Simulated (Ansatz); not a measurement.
`C[N](C)[Hf]([CH3])([OH])[F]` and `[CH3][Hf]([OH])([F])[Br]` differ in one atom or group.

Ansatz, PBE0-D4/def2-TZVP geometries, multiplicity 1. Each molecule was computed in one conformer, which needn't be the lowest.

Elements past krypton have def2 core potentials. Scalar relativity is left out up to krypton.

```tsv
property	`C[N](C)[Hf]([CH3])([OH])[F]`
LUMO energy (PBE/def2-TZVPP) / eV	-0.70
HOMO–LUMO gap (ωB97M-V/def2-TZVPP) / eV	9.83
HOMO–LUMO gap (PBE0/def2-TZVPP) / eV	6.50
HOMO–LUMO gap (PBE/def2-TZVPP) / eV	4.55
HOMO energy (PBE0/def2-TZVPP) / eV	-6.50
size of the dipole moment (B3LYP/def2-TZVPP) / D	2.10
```

(1) What does the change do to each property? (Best estimate.)

Results:

(1) Computed: 
| property | `[CH3][Hf]([OH])([F])[Br]` | shift |
| --- | --- | --- |
| LUMO energy (PBE/def2-TZVPP) / eV | -1.77 | -1.07 |
| HOMO–LUMO gap (ωB97M-V/def2-TZVPP) / eV | 11.22 | 1.39 |
| HOMO–LUMO gap (PBE0/def2-TZVPP) / eV | 7.20 | 0.70 |
| HOMO–LUMO gap (PBE/def2-TZVPP) / eV | 4.99 | 0.44 |
| HOMO energy (PBE0/def2-TZVPP) / eV | -8.11 | -1.61 |
| size of the dipole moment (B3LYP/def2-TZVPP) / D | 2.64 | 0.54 |

With PBE0 the HOMO falls by 1.61 eV and the LUMO falls by 0.90 eV, so the gap widens by about 0.71 eV. PBE moves the HOMO by -1.51 eV and ωB97M-V by -1.60 eV. Dipoles are sizes alone; their direction can turn.

B3LYP here is the variant with VWN-RPA as its local correlation; programs differ in this.

Spin–orbit coupling is left out; it splits and shifts lone-pair levels of the heavy atoms by tenths of an eV.
